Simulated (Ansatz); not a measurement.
`C[O][Ge][Cl]` + `CNC` → `C[N](C)[Ge][Cl]` + CH₃OH at 298.15 K and 1 bar (ligand exchange at a Ge–O bond).

Program: Ansatz. Geometries: PBE0-D4/def2-TZVP. ΔE: electronic, gas phase. CCSD(T)/CBS is the MP2 limit (def2-TZVPP, def2-QZVPP) plus CCSD(T) − MP2 in def2-TZVPP, frozen cores. This one scheme is used for every species. For Ge outer-core shells are correlated without core-valence functions, which leaves a few kJ/mol of doubt a bond. Scalar relativity is left out up to krypton. Each species was taken in one conformer, which may not be the lowest.

| species | CCSD(T)/CBS energy (Eh) | H − E (kJ/mol) | S (J/(mol·K)) |
| --- | --- | --- | --- |
| `C[O][Ge][Cl]` | -2650.97453 | 130.7 | 335.1 |
| `CNC` | -135.00321 | 256.9 | 271.4 |
| `C[N](C)[Ge][Cl]` | -2670.35761 | 240.6 | 355.8 |
| CH₃OH | -115.61712 | 146.3 | 238.2 |

H − E and S are ideal-gas, rigid-rotor, harmonic terms from PBE0-D4/def2-TZVP, for one conformer and one mirror image of each species. 1 Eh = 2625.50 kJ/mol, R = 8.31446 J/(mol·K).

Problem. By hand: ΔE, ΔH, ΔS and ΔG.

Solution. ΔE = (-2670.35761) + (-115.61712) − (-2650.97453) − (-135.00321) = 0.00301 Eh = 7.9 kJ/mol. Δ(H − E) = 240.6 + 146.3 − 130.7 − 256.9 = -0.7, so ΔH = 7.2 kJ/mol. ΔS = 355.8 + 238.2 − 335.1 − 271.4 = -12.5 J/(mol·K). ΔG = 7.2 − 298.15 × (-12.5)/1000 = 10.9 kJ/mol.

Problem. By hand: the equilibrium constant, and the temperature at which ΔG would vanish if ΔH and ΔS stayed fixed.

Solution. log₁₀ K = −ΔG/(RT ln 10) = -1.9. ΔH and −TΔS have one sign here, so there is no such temperature.

TΔS isn't small against ΔH here. A doubt of 5 kJ/mol in ΔE shifts log₁₀ K by 0.9 here. Other conformers and mirror images would add mixing entropy, several J/(mol·K) or more a flexible species. These are equilibria of isolated gas molecules and say nothing of rates. Largest T1 diagnostic: 0.015 (customary marks: 0.02 for closed shells, 0.045 for open ones).

ΔS is within the doubt of such terms, so its sign, and with it that verdict, could turn.
